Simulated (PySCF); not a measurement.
C2H3Cl2FSi, SMILES C=C[Si](F)(Cl)Cl. Heavy atoms are numbered as in [CH2:1]=[CH:2][Si:3]([F:4])([Cl:5])[Cl:6]. Hydrogens are named by the atom that carries them.

The structure is a stationary point at PBE0-D3(BJ)/def2-SVP. One conformer was computed; it need not be the lowest.

The numbers are results of PySCF with PBE0/pcSseg-1, not measurements.

GIAO shieldings, no solvent; atoms alike by connectivity are averaged. δ = σ(ref) − σ: ¹³C against TMS (σ = 186.3 ppm); ²⁹Si against TMS (σ = 352.7 ppm); ¹⁹F against CFCl3 (σ = 167.2 ppm); ³⁵Cl against HCl (σ = 945.9 ppm); ¹H against TMS (σ = 31.56 ppm), references at their B3LYP-D3(BJ)/def2-TZVP geometries, non-relativistic (without spin–orbit terms, shifts of atoms bonded to Cl or Br come out too high).

| nucleus | atoms | count | δ (ppm) |
|---|---|---|---|
| ¹³C | C1 (CH2) | 1 | 151.4 |
| ¹³C | C2 (CH) | 1 | 138.6 |
| ²⁹Si | Si3 | 1 | 0.4 |
| ¹⁹F | F4 | 1 | -135.6 |
| ³⁵Cl | Cl5 | 2 | 112.2 |
| ¹H | H on C1 | 2 | 6.83 |
| ¹H | H on C2 | 1 | 6.32 |
